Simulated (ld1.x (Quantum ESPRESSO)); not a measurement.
**Hf (Z = 72) PAW: all-electron and pseudo phase curves**

ld1.x (Quantum ESPRESSO) 7.5 input, shortened:

```
&input
   title='Hf', zed=72., rel=1, dft='PBE', iswitch=3,
   config='[Xe] 4f13 5d3 6s2 6p0'
 /
 &inputp
   pseudotype=3, lpaw=.true., tm=.true., lloc=-1, rcloc=2.55,
   nlcc=.true., new_core_ps=.true., rcore=0.60,
   which_augfun='PSQ', rmatch_augfun_nc=.true.
 /
8
5S  1  0   2.00   0.00  1.90  2.25  0.0
6S  2  0   2.00   0.00  1.90  2.25  0.0
5P  2  1   6.00   0.00  1.90  2.65  0.0
6P  3  1   0.00   0.00  1.90  2.65  0.0
5D  3  2   3.00   0.00  1.85  2.30  0.0
5D  3  2   0.00   4.55  1.85  2.30  0.0
4F  4  3  13.00   0.00  0.85  1.05  0.0
4F  4  3   0.00  -0.50  0.85  1.05  0.0
 &test
   configts(1)='4f13 5s2 5p6 5d3 6s2 6p0'
 /
```

The phase is arctan(r·u′/u) with u = r·R(r), unwrapped; energies in Ry, scanned from -7 to 5 Ry. A pole is an energy at which the radial function vanishes at the test radius. The pseudo phase is shifted by a multiple of π to meet the all-electron one at the reference energy, and phase errors are pseudo minus all-electron; the curves can meet again beyond the range given. Levels narrower than the energy grid can be missing from the lists of poles. n/a: not evaluated, since a narrow level or a reset projector energy made the automatic matching unsafe.

**Question.** For each channel, where are the poles, and over which energies does the pseudopotential scatter like the atom?

**Answer.**

```json
{"channel": "s", "radius (bohr)": "2.91", "reference energy (Ry)": "-0.39", "poles, all-electron": "-5.21, 1.55", "poles, pseudo": "-5.21, 1.45", "unbroken range about the reference energy with phases within 0.05 rad": "below 2.5", "phase error 1 Ry above the reference energy (rad)": "-0.006"}
{"channel": "p", "radius (bohr)": "2.91", "reference energy (Ry)": "-0.10", "poles, all-electron": "-2.78, 2.95", "poles, pseudo": "-2.78, 3.38", "unbroken range about the reference energy with phases within 0.05 rad": "below 4.0", "phase error 1 Ry above the reference energy (rad)": "+0.026"}
{"channel": "d", "radius (bohr)": "2.91", "reference energy (Ry)": "-0.27", "poles, all-electron": "0.21", "poles, pseudo": "0.21", "unbroken range about the reference energy with phases within 0.05 rad": "the whole range", "phase error 1 Ry above the reference energy (rad)": "+0.002"}
{"channel": "f", "radius (bohr)": "2.91", "reference energy (Ry)": "-1.81", "poles, all-electron": "3.23", "poles, pseudo": "3.33", "unbroken range about the reference energy with phases within 0.05 rad": "n/a", "phase error 1 Ry above the reference energy (rad)": "n/a"}
```

Phases in the p channel:

| E (Ry) | all-electron | pseudo |
| --- | --- | --- |
| -7.00 | 1.434 | 1.435 |
| -6.48 | 1.427 | 1.429 |
| -5.96 | 1.420 | 1.421 |
| -5.44 | 1.411 | 1.413 |
| -4.92 | 1.401 | 1.403 |
| -4.40 | 1.387 | 1.389 |
| -3.88 | 1.368 | 1.370 |
| -3.36 | 1.329 | 1.331 |
| -2.84 | -1.343 | -1.343 |
| -2.32 | -1.769 | -1.767 |
| -1.80 | -1.823 | -1.821 |
| -1.28 | -1.882 | -1.880 |
| -0.76 | -1.978 | -1.976 |
| -0.24 | -2.180 | -2.179 |
| 0.28 | -2.799 | -2.793 |
| 0.80 | -3.954 | -3.928 |
| 1.32 | -4.402 | -4.379 |
| 1.84 | -4.565 | -4.542 |
| 2.36 | -4.650 | -4.624 |
| 2.88 | -4.706 | -4.676 |
| 3.40 | -4.750 | -4.714 |
| 3.92 | -4.792 | -4.744 |
| 4.44 | -4.838 | -4.772 |
| 4.96 | -4.898 | -4.801 |
